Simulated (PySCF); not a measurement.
H2OZn. Atoms are numbered in the order given.

```xyz
4

Zn    -0.0065    -0.3731     0.0000
H     -0.0021    -1.8873     0.0000
O      0.1126     1.3976     0.0000
H     -0.7031     1.8995     0.0000
```

Geometry: PBE0-D3(BJ)/def2-TZVP.

The numbers are results of HF/pcSseg-2 (PySCF), not measurements.

GIAO shieldings, no solvent; atoms alike by connectivity are averaged. δ = σ(ref) − σ: ¹H against TMS (σ = 31.98 ppm); ¹⁷O against H2O (σ = 326.0 ppm), references at their B3LYP-D3(BJ)/def2-TZVP geometries, non-relativistic.

### Question
Estimate the chemical shifts. (The exact figures need the calculation; the answer reports its results.)

### Answer

```tsv
nucleus	atoms	count	δ (ppm)
¹H	H2	1	3.60
¹H	H4	1	0.48
¹⁷O	O3	1	-19.2
```
